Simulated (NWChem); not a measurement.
# C$_{2}$H$_{3}$CuFN; SMILES [F][Cu]<-[N]#CC

```xyz
8

Cu    -0.2868     0.6505    -0.6709
F     -0.7931     1.8176    -1.8688
C      1.0022    -2.2875     2.3591
C      0.5765    -1.3239     1.3624
N      0.2332    -0.5421     0.5557
H      0.9293    -1.8509     3.3762
H      2.0547    -2.5895     2.1812
H      0.3650    -3.1946     2.3200
```
Atoms are numbered in this order, from 1.

Program: NWChem. All runs use the structure optimised with PBE-D3(BJ)/def2-SVP. No frequency run checked for a minimum. Vzz is the largest principal value of the second derivative of the potential at the nucleus (NWChem prints the opposite sign); η is the asymmetry. Non-relativistic.

For level CAM-B3LYP/def2-SVP:

| Property | Value |
|---|---|
| Vzz Cu1 (a.u.) | -0.067 |
| Vzz N5 (a.u.) | -0.479 |

Problem. How do the values read with level PBE/def2-SVP instead?

Solution. Vzz Cu1 (a.u.): 0.267
Vzz N5 (a.u.): -0.340
